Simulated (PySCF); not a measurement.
## Assigning NMR signals

Cartesian coordinates in Å; atom numbers follow the order of the lines, from 1:
```xyz
21

O    -4.3210    0.5273    0.6332
C    -3.1523    0.3853    0.4008
C    -2.3903   -0.8951    0.1333
Si   -1.0853    0.1344   -0.8207
C     0.7258   -0.1278   -0.3565
Si    1.4810   -1.7425   -0.9929
C     1.3910    0.7916    0.3548
Si    3.1881    0.7439    0.9296
C    -2.1059    1.4451    0.1320
H    -2.9910   -1.6672   -0.3406
H    -2.0090   -1.3064    1.0669
H    -1.3212    0.1590   -2.2671
H     2.7641   -2.0345   -0.3547
H     0.5292   -2.8218   -0.7145
H     1.6525   -1.6050   -2.4420
H     0.8524    1.6893    0.6514
H     3.3710   -0.3321    1.9072
H     4.0813    0.5505   -0.2144
H     3.4789    2.0308    1.5679
H    -1.6440    1.7542    1.0685
H    -2.5046    2.3381   -0.3426
```

[PySCF 2.14: shielding tensors at PBE0/pcSseg-1 (GIAO); geometry from GFN2-xTB; single conformer; non-relativistic; fast rotation and ring inversion assumed for equivalent nuclei; no solvent]

δ = σ(ref) − σ, references computed at the same level: ¹³C (186.93 ppm), ¹H (31.72 ppm) against TMS.

**Question.** Assign these signals to the numbered atoms. ¹³C{¹H} NMR (computed): δ 205.4 (C), 167.9 (C), 166.2 (CH), 40.8 (CH2).

**Answer.** 
205.4 → C2, ketone carbonyl carbon: the double bond to the heteroatom, with no lone-pair donor beside it, deshields it most
167.9 → C5, fully substituted alkene carbon
166.2 → C7, alkene CH
40.8 → C3/C9, sp3 CH2 bonded to Si, α to a carbonyl: α to the electron-withdrawing carbonyl group

C5 and C7 lie closer than the usual error of such a calculation, so a measured spectrum could show them in the other order.

**Question.** Assign these signals to the numbered atoms. ¹H NMR (500 MHz, computed): δ 7.98 (q, 1H), 4.80 (m, 1H), 4.38 (s, 3H), 4.27 (d, 3H), 2.72 (m, 2H), 2.36 (m, 2H).

**Answer.** 
| δ (ppm) | atoms | environment | reason |
| --- | --- | --- | --- |
| 7.98 | H16 | hydrogen on an alkene CH | attached to an sp2 carbon and in the plane of the double bond |
| 4.80 | H12 | hydrogen on a silicon bonded to 3 C, in a 4-membered ring | – |
| 4.38 | H13/H14/H15 | hydrogen on a silicon bonded to C | – |
| 4.27 | H17/H18/H19 | hydrogen on a silicon bonded to C | – |
| 2.72 | H11/H20 | hydrogen on an sp3 CH2 bonded to Si, α to a carbonyl | α to C=O |
| 2.36 | H10/H21 | hydrogen on an sp3 CH2 bonded to Si, α to a carbonyl | – |

H13/H14/H15 and H17/H18/H19 lie closer than the usual error of such a calculation, so a measured spectrum could show them in the other order.

Shifts are as computed. Against solution values, carbons near 30 ppm lie about +3 ppm off and those near 130 ppm about +5 ppm. Of 1309 compounds with measured shifts, 239 miss one by over three times the rms of a fit or turn the order of signals round; such compounds aren't used in these exercises. Multiplicities follow the n + 1 count of equivalent neighbours, as no J values were calculated; m marks all less simple cases, F and P coupling included.
